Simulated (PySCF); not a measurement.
ClGeH$_{2}$NSi, BGeH$_{4}$O, AlClGeH$_{3}$O, AlGeH$_{3}$O$_{2}$ (calculated)

All values are calculated (PySCF 2.14.0). Calculation on a computer-drawn molecule: optimised geometry and harmonic frequencies of an isolated molecule of the commonest isotopes, restricted reference for singlets and unrestricted otherwise, frozen core in MP2; on germanium a core potential holds 10 electrons, which the energies leave out, and 3d is frozen in MP2 and coupled-cluster steps.

Common to all runs: multiplicity 1.

```json
{"entry": 1, "formula": "ClGeH2NSi", "start_structure": {"atoms_angstrom": [["N", 1.0823, -0.8556, 0.8397], ["Ge", -0.2785, -1.7779, 1.1481], ["Si", -0.6523, -3.1483, -0.822], ["Cl", -1.897, -1.1489, 2.5], ["H", 1.4237, -0.1315, 1.3904], ["H", -0.2474, -4.4491, -0.1104]]}, "given": {"charge": 0, "method": "HF", "basis": "cc-pV(D+d)Z", "basis_and_core_potential_on_germanium": "cc-pVDZ-PP ECP10MDF", "drawn_bonds_atom": [1, 2, 2, 1, 3], "drawn_bonds_other_atom": [2, 3, 4, 5, 6], "drawn_bonds_order": [2, 1, 1, 1, 1]}, "results": {"optimised_atom_element": ["N", "Ge", "Si", "Cl", "H", "H"], "optimised_atom_x [angstrom]": [1.305, -0.04743, -0.9623, -1.74, 1.344, -0.4689], "optimised_atom_y [angstrom]": [-0.6444, -1.621, -3.275, -1.57, -0.03072, -4.37], "optimised_atom_z [angstrom]": [0.8814, 0.7779, -0.7589, 2.207, 1.683, 0.1551], "modes_frequency [cm^-1]": [33.46, 135.7, 194.4, 230.2, 336.8, 384.6, 593.1, 732.5, 873.1, 1002, 2184, 3744], "modes_reduced_mass [dalton]": [21.29, 8.105, 5.759, 1.053, 14.41, 29.91, 1.132, 1.081, 1.499, 3.506, 1.042, 1.076], "rotational_constants [GHz]": [3.229, 2.51, 1.43], "total_energy [hartree]": -1097.3704, "convergence_status_largest_gradient_component [hartree/bohr]": 1.227e-05}}
{"entry": 2, "formula": "BGeH4O", "start_structure": {"atoms_angstrom": [["O", -0.5726, -1.0926, -2.7376], ["B", -0.7697, -0.1194, -1.9713], ["Ge", 0.4255, -0.0759, -0.0246], ["H", -1.3945, 0.8084, -1.9109], ["H", -0.4009, 0.0427, 1.4048], ["H", 1.2749, 1.1735, 0.4237], ["H", 1.4976, -0.9903, 0.7108]]}, "given": {"charge": -1, "method": "HF", "basis": "aug-cc-pVDZ", "basis_and_core_potential_on_germanium": "aug-cc-pVDZ-PP ECP10MDF", "drawn_bonds_atom": [1, 2, 2, 3, 3, 3], "drawn_bonds_other_atom": [2, 3, 4, 5, 6, 7], "drawn_bonds_order": [1, 1, 1, 1, 1, 1]}, "results": {"optimised_atom_element": ["O", "B", "Ge", "H", "H", "H", "H"], "optimised_atom_x [angstrom]": [-0.4785, -0.663, 0.413, -1.419, -0.4961, 1.273, 1.43], "optimised_atom_y [angstrom]": [-1.099, -0.1428, -0.01391, 0.8335, 0.03028, 1.286, -1.147], "optimised_atom_z [angstrom]": [-2.613, -1.818, 0.1051, -1.94, 1.387, 0.3152, 0.4579], "modes_frequency [cm^-1]": [58.49, 207.9, 345.5, 364.1, 579.8, 843.2, 891.1, 967.6, 969.6, 1106, 1629, 1986, 2004, 2057, 2327], "modes_reduced_mass [dalton]": [1.317, 3.404, 2.19, 1.052, 2.16, 1.636, 1.054, 1.018, 1.03, 1.144, 7.857, 1.022, 1.021, 1.024, 1.103], "rotational_constants [GHz]": [35.98, 3.198, 3.041], "total_energy [hartree]": -395.3018, "convergence_status_largest_gradient_component [hartree/bohr]": 2.777e-05}}
{"entry": 3, "formula": "BGeH4O", "start_structure": {"atoms_angstrom": [["O", -0.4785, -1.0995, -2.613], ["B", -0.663, -0.1428, -1.8175], ["Ge", 0.413, -0.0139, 0.1051], ["H", -1.4186, 0.8335, -1.9402], ["H", -0.4961, 0.0303, 1.3875], ["H", 1.2735, 1.2855, 0.3152], ["H", 1.4301, -1.1467, 0.4579]]}, "given": {"charge": -1, "method": "MP2", "basis": "aug-cc-pVDZ", "basis_and_core_potential_on_germanium": "aug-cc-pVDZ-PP ECP10MDF", "drawn_bonds_atom": [1, 2, 2, 3, 3, 3], "drawn_bonds_other_atom": [2, 3, 4, 5, 6, 7], "drawn_bonds_order": [1, 1, 1, 1, 1, 1]}, "results": {"optimised_atom_element": ["O", "B", "Ge", "H", "H", "H", "H"], "optimised_atom_x [angstrom]": [-0.4679, -0.6599, 0.4067, -1.424, -0.4938, 1.274, 1.425], "optimised_atom_y [angstrom]": [-1.12, -0.1337, -0.01075, 0.8406, 0.03327, 1.287, -1.15], "optimised_atom_z [angstrom]": [-2.621, -1.802, 0.09884, -1.939, 1.392, 0.3199, 0.4468], "modes_frequency [cm^-1]": [55.88, 191.7, 329.2, 341.5, 549.2, 763.5, 826.3, 914.9, 915.4, 1037, 1453, 1968, 1976, 2020, 2290], "modes_reduced_mass [dalton]": [1.307, 2.899, 1.053, 2.19, 2.41, 1.636, 1.054, 1.026, 1.019, 1.145, 8.689, 1.022, 1.019, 1.021, 1.096], "rotational_constants [GHz]": [35.21, 3.209, 3.045], "total_energy [hartree]": -395.7159, "convergence_status_largest_gradient_component [hartree/bohr]": 3.101e-05}}
{"entry": 4, "formula": "AlClGeH3O", "start_structure": {"atoms_angstrom": [["O", -1.5453, -0.9637, 0.4489], ["Al", -0.5911, -0.857, -0.7603], ["Ge", 0.9812, 1.2279, -0.1651], ["Cl", 2.3691, 1.7907, -1.6087], ["H", -2.1483, -1.2154, 1.1771], ["H", -0.1198, -1.1936, -2.2157], ["H", 1.1704, 2.2044, 1.0167]]}, "given": {"charge": 1, "method": "HF", "basis": "cc-pV(D+d)Z", "basis_and_core_potential_on_germanium": "cc-pVDZ-PP ECP10MDF", "drawn_bonds_atom": [1, 2, 3, 1, 2, 3], "drawn_bonds_other_atom": [2, 3, 4, 5, 6, 7], "drawn_bonds_order": [1, 1, 1, 1, 1, 1]}, "results": {"optimised_atom_element": ["O", "Al", "Ge", "Cl", "H", "H", "H"], "optimised_atom_x [angstrom]": [-1.592, -0.3503, 1.166, 1.265, -2.446, 0.09649, 1.978], "optimised_atom_y [angstrom]": [-0.5505, -0.9308, 1.108, 2.684, -0.858, -1.994, 1.536], "optimised_atom_z [angstrom]": [0.3273, -0.689, -0.1503, -1.533, 0.5912, -1.719, 1.065], "modes_frequency [cm^-1]": [25.98, 88.74, 105.8, 282.7, 426.3, 446.5, 479.4, 489.1, 501.9, 610.2, 782.4, 965.2, 2136, 2278, 4191], "modes_reduced_mass [dalton]": [6.358, 6.938, 6.3, 7.111, 1.134, 1.168, 1.368, 3.395, 1.446, 1.181, 1.05, 6.566, 1.047, 1.022, 1.069], "rotational_constants [GHz]": [6.002, 1.228, 1.16], "total_energy [hartree]": -1071.2521, "convergence_status_largest_gradient_component [hartree/bohr]": 1.8e-05}}
{"entry": 5, "formula": "AlGeH3O2", "start_structure": {"atoms_angstrom": [["O", 1.7861, -1.0321, 2.325], ["Al", 0.4183, -1.8051, 1.6734], ["O", -0.4325, -1.2978, 0.365], ["Ge", -1.5072, -3.3007, 1.3924], ["H", 2.5684, -0.5379, 2.6212], ["H", -0.6892, -0.7756, -0.5095], ["H", -2.3295, -2.1738, 2.2922]]}, "given": {"charge": 0, "method": "HF", "basis": "cc-pV(D+d)Z", "basis_and_core_potential_on_germanium": "cc-pVDZ-PP ECP10MDF", "drawn_bonds_atom": [1, 2, 2, 1, 3, 4], "drawn_bonds_other_atom": [2, 3, 4, 5, 6, 7], "drawn_bonds_order": [1, 1, 1, 1, 1, 1]}, "results": {"optimised_atom_element": ["O", "Al", "O", "Ge", "H", "H", "H"], "optimised_atom_x [angstrom]": [1.408, 0.09769, -0.1981, -1.441, 2.088, 0.2398, -2.379], "optimised_atom_y [angstrom]": [-1.279, -1.695, -0.9367, -3.588, -0.633, -0.2386, -2.553], "optimised_atom_z [angstrom]": [2.338, 1.352, -0.131, 2.09, 2.253, -0.587, 2.844], "modes_frequency [cm^-1]": [97.82, 177.5, 188.0, 195.2, 288.0, 338.5, 373.7, 511.5, 565.1, 589.0, 833.2, 925.5, 1983, 4227, 4230], "modes_reduced_mass [dalton]": [8.693, 1.062, 6.686, 3.309, 1.075, 4.646, 1.346, 1.15, 1.127, 1.616, 4.665, 9.917, 1.021, 1.068, 1.068], "rotational_constants [GHz]": [6.423, 1.555, 1.268], "total_energy [hartree]": -686.8672, "convergence_status_largest_gradient_component [hartree/bohr]": 4.069e-05}}
{"entry": 6, "formula": "AlGeH3O2", "start_structure": {"atoms_angstrom": [["O", 1.4079, -1.2792, 2.3377], ["Al", 0.0977, -1.6946, 1.3519], ["O", -0.1981, -0.9367, -0.131], ["Ge", -1.4414, -3.588, 2.0905], ["H", 2.0879, -0.633, 2.2531], ["H", 0.2398, -0.2386, -0.587], ["H", -2.3793, -2.5529, 2.8444]]}, "given": {"charge": 0, "method": "MP2", "basis": "cc-pV(D+d)Z", "basis_and_core_potential_on_germanium": "cc-pVDZ-PP ECP10MDF", "drawn_bonds_atom": [1, 2, 2, 1, 3, 4], "drawn_bonds_other_atom": [2, 3, 4, 5, 6, 7], "drawn_bonds_order": [1, 1, 1, 1, 1, 1]}, "results": {"optimised_atom_element": ["O", "Al", "O", "Ge", "H", "H", "H"], "optimised_atom_x [angstrom]": [1.412, 0.09501, -0.2369, -1.439, 2.062, 0.2527, -2.331], "optimised_atom_y [angstrom]": [-1.308, -1.706, -0.9563, -3.608, -0.6135, -0.2274, -2.504], "optimised_atom_z [angstrom]": [2.378, 1.352, -0.1558, 2.086, 2.23, -0.5512, 2.82], "modes_frequency [cm^-1]": [90.61, 161.8, 178.4, 181.1, 237.8, 324.9, 328.2, 517.7, 534.6, 590.9, 798.1, 890.6, 1943, 3932, 3935], "modes_reduced_mass [dalton]": [8.624, 1.091, 4.479, 4.542, 1.044, 1.453, 4.156, 1.119, 1.151, 1.709, 3.596, 9.582, 1.021, 1.068, 1.067], "rotational_constants [GHz]": [6.144, 1.566, 1.264], "total_energy [hartree]": -687.3759, "convergence_status_largest_gradient_component [hartree/bohr]": 1.49e-05}}
```
